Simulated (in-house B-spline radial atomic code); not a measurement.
Configurations of Be+, with energies counted from [He] 2s1. Computed with a B-spline radial code for spherical atoms: Dirac-Hartree-Fock, average of configuration, Fermi nucleus of rms radius 2.519 fm. Energies include first-order Breit, QED and recoil terms.

```
configuration  E - E(ref) (eV)  highest orbital  its <r> (bohr)
     [He] 3p1           11.911            3p3/2           6.057
     [He] 3d1           12.078            3d5/2           5.247
     [He] 4f1           14.725            4f7/2               9
     [He] 5s1           15.707            5s1/2           16.88
     [He] 5p1           15.913            5p3/2           17.93
     [He] 6s1           16.476            6s1/2           24.74
     [He] 6p1           16.593            6p3/2           26.11
     [He] 6d1           16.615            6d5/2           25.49
```

Problem. Order these further configurations by energy, lowest first.
A. [He] 4s1
B. [He] 3s1
C. [He] 2p1
D. [He] 6f1
E. [He] 5f1

Solution. C (3.9891 eV), B (10.875 eV), A (14.239 eV), E (15.95 eV), D (16.615 eV).

Problem. How far above the reference does [He] 5d1 lie?

Solution. 15.949 eV; its least bound orbital is 5d5/2 with <r> = 17.24 bohr.

Problem. How far above the reference does [He] 4d1 lie?

Solution. 14.724 eV; its least bound orbital is 4d5/2 with <r> = 10.49 bohr.

Problem. How far above the reference does [He] 4p1 lie?

Solution. 14.653 eV; its least bound orbital is 4p3/2 with <r> = 11.24 bohr.
